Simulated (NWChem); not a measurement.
Everything below was run with NWChem. System: H$_{6}$NSi$_{2}$, charge 1, spin multiplicity 1, at the geometry of a parent with another charge or spin, in a state set for the comparison that need not be this species' ground state. Level: RHF/def2-SVPD.

The NWChem input:

```
start mol
memory heap 200 mb stack 900 mb global 1100 mb
charge 1
geometry units angstroms nocenter noautoz noautosym
  Si     1.563752    -0.390809    -0.335178
  N      0.164600     0.568611     0.107155
  Si    -1.527203     0.117580     0.188822
  H      1.292660    -1.802710     0.086322
  H      2.760555     0.148420     0.394760
  H      0.344900     1.571618     0.152325
  H     -1.589912    -1.366030     0.289794
  H     -2.306946     0.552574    -1.010425
  H     -2.165143     0.741060     1.386114
end
basis spherical
  * library def2-svpd
end
scf
  rhf
  nopen 0
  maxiter 100
  thresh 1e-7
  semidirect memsize 60000000 filesize 0
end
task scf energy
```

Part of the output:

```
             Northwest Computational Chemistry Package (NWChem) 7.3.0
             --------------------------------------------------------

                                NWChem Input Module
                                -------------------

 Scaling coordinates for geometry "geometry" by  1.889725989
 (inverse scale =  0.529177249)

                             Geometry "geometry" -> ""
                             -------------------------

 Output coordinates in angstroms (scale by  1.889725989 to convert to a.u.)

  No.       Tag          Charge          X              Y              Z
 ---- ---------------- ---------- -------------- -------------- --------------
    1 Si                  14.0000     1.56375200    -0.39080900    -0.33517800
    2 N                    7.0000     0.16460000     0.56861100     0.10715500
    3 Si                  14.0000    -1.52720300     0.11758000     0.18882200
    4 H                    1.0000     1.29266000    -1.80271000     0.08632200
    5 H                    1.0000     2.76055500     0.14842000     0.39476000
    6 H                    1.0000     0.34490000     1.57161800     0.15232500
    7 H                    1.0000    -1.58991200    -1.36603000     0.28979400
    8 H                    1.0000    -2.30694600     0.55257400    -1.01042500
    9 H                    1.0000    -2.16514300     0.74106000     1.38611400

 Effective nuclear repulsion energy (a.u.)     145.5959123352

            Nuclear Dipole moment (a.u.)
            ----------------------------
        X                 Y               Z
 ---------------- ---------------- ----------------
     0.0000000000     0.0000056692    -0.0000170075


 Summary of "ao basis" -> "" (spherical)
 ------------------------------------------------------------------------------
       Tag                 Description            Shells   Functions and Types
 ---------------- ------------------------------  ------  ---------------------
 *                         def2-svpd                  on all atoms

 Summary of "ao basis" -> "ao basis" (spherical)
 ------------------------------------------------------------------------------
       Tag                 Description            Shells   Functions and Types
 ---------------- ------------------------------  ------  ---------------------
 Si                        def2-svpd                10       24   5s3p2d
 N                         def2-svpd                 8       20   4s2p2d
 H                         def2-svpd                 4        8   2s2p

                                 NWChem SCF Module
                                 -----------------

  ao basis        = "ao basis"
  functions       =   116
  atoms           =     9
  closed shells   =    20
  open shells     =     0
  charge          =   1.00
  wavefunction    = RHF
  use symmetry    = F
  symmetry adapt  = F

 Summary of "ao basis" -> "ao basis" (spherical)
 ------------------------------------------------------------------------------
       Tag                 Description            Shells   Functions and Types
 ---------------- ------------------------------  ------  ---------------------
 Si                        def2-svpd                10       24   5s3p2d
 N                         def2-svpd                 8       20   4s2p2d
 H                         def2-svpd                 4        8   2s2p

 Forming initial guess at       0.0s

      Superposition of Atomic Density Guess
      -------------------------------------

 Sum of atomic energies:        -634.71795027

 Renormalizing density from      41.00 to     40

      Non-variational initial energy
      ------------------------------

 Total energy =    -625.901516
 1-e energy   =   -1138.646229
 2-e energy   =     367.148800
 HOMO         =      -0.627877
 LUMO         =      -0.387272

 Starting SCF solution at       1.2s

 ----------------------------------------------
         Quadratically convergent ROHF

 Convergence threshold     :          1.000E-07
 Maximum no. of iterations :          100
 Final Fock-matrix accuracy:          1.000E-09
 ----------------------------------------------

              iter       energy          gnorm     gmax       time
             ----- ------------------- --------- --------- --------
                 1     -635.1645464144  1.53D+00  2.46D-01      1.4
                 2     -635.2944986260  4.35D-01  8.07D-02      1.7
                 3     -635.3130507859  1.13D-02  1.58D-03      2.3
                 4     -635.3130708719  4.69D-05  1.22D-05      3.2
                 5     -635.3130708724  5.94D-09  1.34D-09      4.5

       Final RHF  results
       ------------------

         Total SCF energy =   -635.313070872360
      One-electron energy =  -1160.120378562282
      Two-electron energy =    379.211395354756
 Nuclear repulsion energy =    145.595912335166

        Time for solution =      3.3s

             Final eigenvalues
             -----------------

              1
    1  -69.0768
    2  -68.9428
    3  -15.7968
    4   -6.4367
    5   -6.3078
    6   -4.5478
    7   -4.5450
    8   -4.5448
    9   -4.4193
   10   -4.4180
   11   -4.4177
   12   -1.3474
   13   -0.9494
   14   -0.9127
   15   -0.8085
   16   -0.7413
   17   -0.7120
   18   -0.6872
   19   -0.6351
   20   -0.6017
   21   -0.2407
   22   -0.0909
   23   -0.0659
   24   -0.0552
   25   -0.0266
   26   -0.0136
   27   -0.0080
   28    0.0151
   29    0.0199
   30    0.0275

                       ROHF Final Molecular Orbital Analysis
                       -------------------------------------

 Vector   18  Occ=2.000000D+00  E=-6.871839D-01
              MO Center= -3.6D-01,  4.0D-01,  6.1D-02, r^2= 2.7D+00
   Bfn.  Coefficient  Atom+Function         Bfn.  Coefficient  Atom+Function
  ----- ------------  ---------------      ----- ------------  ---------------
    31      0.386901  2 N  pz                34     -0.325972  2 N  pz
    55     -0.186066  3 Si pz                 4      0.161016  1 Si s
   101      0.160250  8 H  s

 Vector   19  Occ=2.000000D+00  E=-6.351306D-01
              MO Center= -1.6D+00, -3.5D-01,  4.4D-01, r^2= 2.3D+00
   Bfn.  Coefficient  Atom+Function         Bfn.  Coefficient  Atom+Function
  ----- ------------  ---------------      ----- ------------  ---------------
    93      0.353776  7 H  s                 54     -0.267622  3 Si py
    57     -0.255281  3 Si py               109     -0.252126  9 H  s
    94      0.176905  7 H  s                 51      0.152854  3 Si py

 Vector   20  Occ=2.000000D+00  E=-6.016772D-01
              MO Center= -1.3D+00,  4.2D-01, -4.8D-02, r^2= 3.3D+00
   Bfn.  Coefficient  Atom+Function         Bfn.  Coefficient  Atom+Function
  ----- ------------  ---------------      ----- ------------  ---------------
   101     -0.307900  8 H  s                 31      0.280781  2 N  pz
    34     -0.254254  2 N  pz               109      0.234736  9 H  s
    55      0.221117  3 Si pz                58      0.205293  3 Si pz

 Vector   21  Occ=0.000000D+00  E=-2.406868D-01
              MO Center=  1.6D+00, -3.3D-01, -7.7D-01, r^2= 2.9D+00
   Bfn.  Coefficient  Atom+Function         Bfn.  Coefficient  Atom+Function
  ----- ------------  ---------------      ----- ------------  ---------------
    14      0.547092  1 Si pz                11      0.307599  1 Si pz
     3     -0.240523  1 Si s                 34     -0.232312  2 N  pz
    31      0.222675  2 N  pz                 8     -0.167267  1 Si pz

 Vector   22  Occ=0.000000D+00  E=-9.090502D-02
              MO Center=  1.1D+00,  1.1D-01, -3.1D-01, r^2= 7.1D+00
   Bfn.  Coefficient  Atom+Function         Bfn.  Coefficient  Atom+Function
  ----- ------------  ---------------      ----- ------------  ---------------
    28      4.067844  2 N  s                  4     -2.271117  1 Si s
    48     -2.239535  3 Si s                 86     -1.379301  6 H  s
     5      0.947367  1 Si s                 49      0.869110  3 Si s
    91      0.499892  6 H  py                27     -0.443598  2 N  s
    20      0.406768  1 Si d -2              56     -0.374956  3 Si px

 Vector   23  Occ=0.000000D+00  E=-6.586093D-02
              MO Center=  2.5D+00, -9.3D-01, -7.0D-01, r^2= 7.7D+00
   Bfn.  Coefficient  Atom+Function         Bfn.  Coefficient  Atom+Function
  ----- ------------  ---------------      ----- ------------  ---------------
     5      3.814042  1 Si s                  4     -3.410690  1 Si s
    28     -1.847431  2 N  s                 12     -0.468854  1 Si px
    27      0.449773  2 N  s                 78      0.446974  5 H  s
    70      0.391497  4 H  s                 86      0.294480  6 H  s
    48     -0.286323  3 Si s                 13      0.278599  1 Si py

 center of mass
 --------------
 x =   0.04103799 y =   0.00402565 z =  -0.03195062

 moments of inertia (a.u.)
 ------------------
          90.108171249764          81.836029056181          79.750959010490
          81.836029056181         584.388725964476         -19.136753596668
          79.750959010490         -19.136753596668         620.806154397159

  Mulliken analysis of the total density
  --------------------------------------

    Atom       Charge   Shell Charges
 -----------   ------   -------------------------------------------------------
    1 Si  14    13.14   2.00  1.99  1.03  0.04  0.03  5.94  1.03  0.82  0.21  0.05
    2 N    7     7.45   1.99  0.97  0.60 -0.31  2.36  1.78  0.01  0.04
    3 Si  14    13.44   2.00  1.99  0.93  0.02  0.05  5.94  1.18  0.99  0.26  0.08
    4 H    1     0.97   0.69  0.27  0.01  0.00
    5 H    1     0.96   0.68  0.26  0.01  0.00
    6 H    1     0.88   0.70  0.07  0.05  0.06
    7 H    1     1.08   0.74  0.34  0.01 -0.00
    8 H    1     1.04   0.73  0.30  0.01 -0.01
    9 H    1     1.05   0.73  0.31  0.01 -0.00

       Multipole analysis of the density wrt the origin
       ------------------------------------------------

     L   x y z        total         open         nuclear
     -   - - -        -----         ----         -------
     0   0 0 0      1.000000      0.000000     41.000000

     1   1 0 0      2.062075      0.000000      0.000000
     1   0 1 0     -0.107250      0.000000      0.000006
     1   0 0 1     -0.749951      0.000000     -0.000017

     2   2 0 0    -12.855664      0.000000    317.914988
     2   1 1 0     -1.953421      0.000000    -44.640136
     2   1 0 1     -3.422488      0.000000    -39.740984
     2   0 2 0    -20.757250      0.000000     46.628617
     2   0 1 1      0.944530      0.000000      9.950998
     2   0 0 2    -22.141901      0.000000     19.159078

 Task  times  cpu:        4.5s     wall:        4.5s

 Total times  cpu:        4.6s     wall:        4.6s
```
